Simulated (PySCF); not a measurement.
Input for PySCF: D3(BJ) and D4 dispersion corrections on CH4GeS (SMILES [CH3][Ge][SH]), a point of a torsion scan.

```python
from pyscf import gto
from pyscf.dispersion import dftd3, dftd4

mol = gto.M(
    atom='''
    C    -0.95480666   -0.13705735   -0.08823375
    Ge    0.03551327    1.64871114   -0.11458805
    S     0.88194358    1.47998643   -2.19268185
    H    -0.40112796   -0.95099726   -0.55627439
    H    -1.90267291   -0.02953493   -0.62014100
    H    -1.18868023   -0.42881771    0.93512198
    H     0.36845770    0.30814010   -2.53417116
    ''',
    basis='def2-svp',
    charge=0, spin=0, verbose=0, max_memory=1800)
d3, d4 = {}, {}
for xc in ['hf', 'pbe', 'blyp', 'revpbe', 'tpss', 'r2scan', 'b3lyp', 'pbe0', 'bhlyp', 'camb3lyp', 'b2plyp']:
    d3[xc] = float(dftd3.DFTD3Dispersion(mol, xc=xc, version='d3bj', atm=False).get_dispersion()['energy'])
    print(f'D3(BJ) {xc:10s} {d3[xc]:14.8f} Eh')
for xc in ['hf', 'pbe', 'blyp', 'revpbe', 'tpss', 'r2scan', 'b3lyp', 'pbe0', 'bhlyp', 'camb3lyp', 'b2plyp']:
    d4[xc] = float(dftd4.DFTD4Dispersion(mol, xc={'camb3lyp': 'cam-b3lyp'}.get(xc, xc), atm=True).get_dispersion()['energy'])
    print(f'D4     {xc:10s} {d4[xc]:14.8f} Eh')
```

The log:

```
D3(BJ) hf            -0.04777350 Eh
D3(BJ) pbe           -0.00571475 Eh
D3(BJ) blyp          -0.01304857 Eh
D3(BJ) revpbe        -0.01395429 Eh
D3(BJ) tpss          -0.00743479 Eh
D3(BJ) r2scan        -0.00153184 Eh
D3(BJ) b3lyp         -0.01083865 Eh
D3(BJ) pbe0          -0.00515331 Eh
D3(BJ) bhlyp         -0.00926618 Eh
D3(BJ) camb3lyp      -0.00503936 Eh
D3(BJ) b2plyp        -0.00545435 Eh
D4     hf            -0.01910004 Eh
D4     pbe           -0.00555483 Eh
D4     blyp          -0.01218649 Eh
D4     revpbe        -0.01563975 Eh
D4     tpss          -0.00747501 Eh
D4     r2scan        -0.00122922 Eh
D4     b3lyp         -0.00912549 Eh
D4     pbe0          -0.00467902 Eh
D4     bhlyp         -0.00768911 Eh
D4     camb3lyp      -0.00480828 Eh
D4     b2plyp        -0.00383120 Eh
```

The run finished.

Cost: around 0.020 core-seconds (rough).
